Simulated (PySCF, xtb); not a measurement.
C4H6ClF, SMILES CC/C(F)=C/Cl.

Geometry: ωB97X-D3(BJ)/def2-SVP. The structure was generated by enumeration; whether it is a known compound was not checked. The values are those of a single conformer.

Computed with C-PCM-PBE0/def2-SVP (PySCF 2.14.0).

The values are the electrostatic part of the solvation free energy, E(continuum) − E(gas) at the gas-phase geometry, in a cavity of scaled van der Waals radii (PySCF's table); cavitation and dispersion terms are not included. In vacuum the orbital gap is 7.26 eV. The dipole moment in vacuum is 2.61 D.

```
solvent       ε  ΔG(elec) (kcal/mol)  dipole (D)  gap (eV)
--------  -----  -------------------  ----------  --------
water     78.36                 -3.0        3.33      7.36
ethanol   24.85                 -2.9        3.31      7.36
n-hexane   1.88                 -1.3        2.92      7.31
```

For comparison, GFN2-xTB/ALPB(water) (xtb, at the GFN2-xTB geometry, all terms of that model) gives -3.2 kcal/mol.
